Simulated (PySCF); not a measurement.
Tb²⁺ (terbium, charge +2) across methods

[Xe] 4f8 5d1, one real determinant (an excited configuration). Calculation: PySCF 2.14, in ANO-RCC-VTZP; scalar relativity by spin-free X2C-1e.

```
method   E (hartree)  mean ε 4f α (eV)  mean ε 4f β (eV)  mean ε 5d α (eV)  Σ⟨r²⟩ (bohr²)    ⟨S²⟩
  PBE0     -11707.07           -28.009           -22.703           -17.306          42.17  15.754
   UHF  -11703.19622           -36.935           -29.361           -20.026          42.00  15.757
r2SCAN     -11707.42           -25.212           -20.146           -16.440          42.36  15.755
   LDA     -11698.77           -25.172           -20.216           -16.264          42.49  15.753
```

Question: Estimate the same row for PBE.

Answer: E (hartree) = -11707.17; mean ε 4f α (eV) = -24.845; mean ε 4f β (eV) = -20.210; mean ε 5d α (eV) = -16.202; Σ⟨r²⟩ (bohr²) = 42.43; ⟨S²⟩ = 15.753.

⟨L²⟩ = 18.02 against 30 for a pure H term, so this real determinant mixes terms. Spin-orbit coupling, absent here, splits the open shell strongly.
